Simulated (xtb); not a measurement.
C₂H₆AuClS, charge -1, doublet, at the geometry of the source list (GFN-xTB shapes and energies of metal compounds can be far from the true ones) (the multiplicity is a formal guess); xtb 6.7.1 with GFN0-xTB.

Here is a job for xtb.
```
$ xtb mol.xyz --gfn 0 --chrg -1 --uhf 1 --json

# file mol.xyz
11

Au     1.61860000    -1.58070000     0.01030000
Cl     3.69980000    -2.33190000     0.39400000
C     -0.21670000     0.79500000    -1.33070000
S     -0.54120000    -0.71430000    -0.36290000
C     -0.95800000     0.05260000     1.23660000
H      0.54380000     1.39440000    -0.84120000
H     -1.14600000     1.34890000    -1.42720000
H      0.13020000     0.47760000    -2.30840000
H     -0.14980000     0.69980000     1.56060000
H     -1.09920000    -0.75350000     1.94880000
H     -1.88160000     0.61220000     1.12010000
```

It wrote (shortened):

```
   ID    Z sym.   atoms
    1   79 Au     1
    2   17 Cl     2
    3    6 C      3, 5
    4   16 S      4
    5    1 H      6-11

           -------------------------------------------------
          |                Calculation Setup                |
           -------------------------------------------------

           -------------------------------------------------
          |                 G F N 0 - x T B                 |
           -------------------------------------------------

          ...................................................
          :                      SETUP                      :
          :.................................................:
          :  # basis functions                  50          :
          :  # atomic orbitals                  47          :
          :  # shells                           25          :
          :  # electrons                        39          :
          :  electronic temp.          300.0000000     K    :
          :  accuracy                    1.0000000          :
          :  -> integral cutoff          0.2500000E+02      :
          :  -> integral neglect         0.1000000E-07      :
          ...................................................

         :::::::::::::::::::::::::::::::::::::::::::::::::::::
         ::                     SUMMARY                     ::
         :::::::::::::::::::::::::::::::::::::::::::::::::::::
         :: total energy             -21.370269158928 Eh    ::
         :: gradient norm              0.127707686041 Eh/a0 ::
         :: HOMO-LUMO gap              0.686748488785 eV    ::
         ::.................................................::
         :: H0 energy                -20.320718981436 Eh    ::
         :: repulsion energy           0.137629292010 Eh    ::
         :: electrostat energy        -1.183328968275 Eh    ::
         :: -> Gsolv                   0.000000000000 Eh    ::
         ::    -> Gsasa                0.000000000000 Eh    ::
         ::    -> Gshift               0.000000000000 Eh    ::
         :: dispersion energy         -0.003850501227 Eh    ::
         :: short-range corr.          0.000000000000 Eh    ::
         :: add. restraining           0.000000000000 Eh    ::
         :: total charge              -1.000000000000 e     ::
         :::::::::::::::::::::::::::::::::::::::::::::::::::::

           -------------------------------------------------
[...]
             Fermi-level            0.0000000 Eh            0.0000 eV

     #   Z          covCN         q      C6AA      α(0)
     1  79 Au       1.826    -0.197   336.899    34.821
     2  17 Cl       0.879    -0.399   109.979    16.031
     3   6 C        3.744    -0.418    33.281     8.328
     4  16 S        2.885     0.089   134.991    19.589
     5   6 C        3.744    -0.418    33.282     8.328
     6   1 H        0.925     0.078     1.997     2.210
     7   1 H        0.925     0.043     2.403     2.424
     8   1 H        0.925     0.050     2.324     2.384
     9   1 H        0.925     0.078     1.996     2.210
    10   1 H        0.925     0.050     2.324     2.384
    11   1 H        0.925     0.043     2.403     2.424

 Mol. C6AA /au·bohr⁶  :       3694.337597
 Mol. C8AA /au·bohr⁸  :     178399.859299
 Mol. α(0) /au        :        101.132144

Wiberg/Mayer (AO) data.
largest (>0.10) Wiberg bond orders for each atom

 ---------------------------------------------------------------------------
     #   Z sym  total        # sym  WBO       # sym  WBO       # sym  WBO
 ---------------------------------------------------------------------------
     1  79 Au   1.614 --     2 Cl   0.772     4 S    0.761
     2  17 Cl   0.845 --     1 Au   0.772
     3   6 C    3.963 --     8 H    0.984     6 H    0.975     7 H    0.974
                             4 S    0.918
     4  16 S    2.840 --     3 C    0.918     5 C    0.917     1 Au   0.761
     5   6 C    3.963 --    10 H    0.984     9 H    0.975    11 H    0.974
                             4 S    0.917
     6   1 H    0.993 --     3 C    0.975
     7   1 H    0.998 --     3 C    0.974
     8   1 H    1.064 --     3 C    0.984
     9   1 H    0.993 --     5 C    0.975
    10   1 H    1.064 --     5 C    0.984
    11   1 H    0.998 --     5 C    0.974
 ---------------------------------------------------------------------------

Topologies differ in total number of bonds
Writing topology from bond orders to xtbtopo.mol

 dipole moment from electron density (au)
     X       Y       Z
  -3.0800   3.4101   0.0964  total (Debye):   11.682

           -------------------------------------------------
          | TOTAL ENERGY              -21.370269158928 Eh   |
          | GRADIENT NORM               0.127707686041 Eh/α |
          | HOMO-LUMO GAP               0.686748488785 eV   |
           -------------------------------------------------

normal termination of xtb
```
